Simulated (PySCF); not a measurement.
# BBr from Hartree–Fock to correlated methods

State: ¹Σ⁺ (singlet), closed shell. Set-up: PySCF, scalar-relativistic core potentials, basis sets B cc-pVDZ, Br cc-pVDZ-PP with ECP10. De refers to B + Br in their high-spin ground configurations, without counterpoise correction. A positive dipole means B(−)Br(+).

```
      Level  Re (Å)  ωe (cm⁻¹)  De (eV)  μ (D)  CPU s a point (SCF and correlation, without the integrals)
        RHF   1.910        693     3.01   0.98                                                       0.025
    RHF-MP2   1.899        713     4.34    n/a                                                       0.037
RHF-SCS-MP2   1.904        704     4.18    n/a                                                         n/a
   RHF-CCSD   1.911        698     4.09    n/a                                                         n/a
RHF-CCSD(T)   1.913        694     4.24    n/a                                                         0.4
        PBE   1.925        664     4.76   1.40                                                        0.35
     r²SCAN   1.914        677     4.59   1.36                                                        0.46
      M06-L   1.904        691     4.46   1.54                                                        0.46
       PBE0   1.907        691     4.53   1.33                                                        0.62
        M06   1.910        682     4.41   1.26                                                        0.46
    LC-ωPBE   1.883        727     4.24   1.48                                                        0.52
     B2PLYP   1.910        686     4.35   1.18                                                        0.31
```

Which functional lies closest to RHF-CCSD(T) in De, which farthest, and by how much do they differ from it?

Closest is LC-ωPBE (-3.0 pm in Re, +4.8 % in ωe, +0.00 eV in De against RHF-CCSD(T) in the same basis), farthest PBE (+1.2 pm in Re, -4.3 % in ωe, +0.52 eV in De). CCSD(T) converges more slowly with the basis than the functionals do and binds too weakly in this one, so the order can change at the basis-set limit.

What does a quarter of exact exchange do here, going from PBE to PBE0?

PBE0 less PBE: -1.8 pm in Re, +4.1 % in ωe, -0.23 eV in De. Exact exchange removes part of the self-interaction that spreads semilocal densities, and in most molecules shortens and stiffens the bond and lowers De; so it does here.

What does second-order correlation do here, going from RHF to RHF-MP2?

RHF-MP2 less RHF: -1.1 pm in Re, +2.9 % in ωe, +1.33 eV in De. Correlation nearly always deepens the well. The bond shortens, as in weak, metallic or heavy-atom bonds, where dispersion and the correlation of outer-core electrons pull the atoms together.

Correlated steps freeze 5 core orbitals. Correlated levels converge slowly with the basis: in double zeta they bind strong bonds too weakly, by up to about 1 eV, and carry superposition errors of some tenths. Where the molecule has an RHF reference, its open-shell atoms are computed with UHF. B2PLYP dipoles, levels and charges come from its SCF part alone.

The whole job (state search and all levels along the bond) took about 0.93 min on 1 thread of Intel Xeon 6975P-C (shared host), peak memory 0.41 GiB.
